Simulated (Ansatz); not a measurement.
The first iterations of a band of CHFGeN (5 atoms, charge 0, multiplicity 2).

Level of theory: UKS PBE-D4/def2-SVP (Ansatz 0.2.0).

```
movable images  : 7
climbing image  : yes
spring          : 5.0 eV/Å²
optimiser       : quadratic models (default)
start path      : through a guess of the saddle point
force threshold : 0.03 eV/Å
iteration limit : 60
end points      : relaxed
```

Initial state:

```xyz
5
Properties=species:S:1:pos:R:3
N 0.970 -1.519 1.498
C 0.558 -0.785 0.677
Ge 0.027 0.348 -0.805
F -1.689 0.036 -1.031
H 0.184 1.847 -0.382
```

Final state:

```xyz
5
Properties=species:S:1:pos:R:3
N 1.099 -1.595 1.322
C 0.516 -0.760 0.735
Ge -0.528 0.675 -0.049
F -1.481 -0.087 -1.316
H 0.443 1.694 -0.733
```

| iteration | highest image above the first end (eV) | largest band force component (eV/Å) |
| --- | --- | --- |
| 1 | 1.083 | 3.953 |
| 2 | 0.767 | 1.830 |

Q: Does the band converge within its limit, and where does its top end?

A: It converged. It ended after 5 iterations with the highest image 0.675 eV above the first end. A vibrational analysis at the climbing image gives one clearly imaginary mode, 711i cm⁻¹: a first-order saddle point.

Run time: 42 s on 2 threads of AMD EPYC 9R14 (Zen 4) (shared host), peak memory 0.18 GiB.
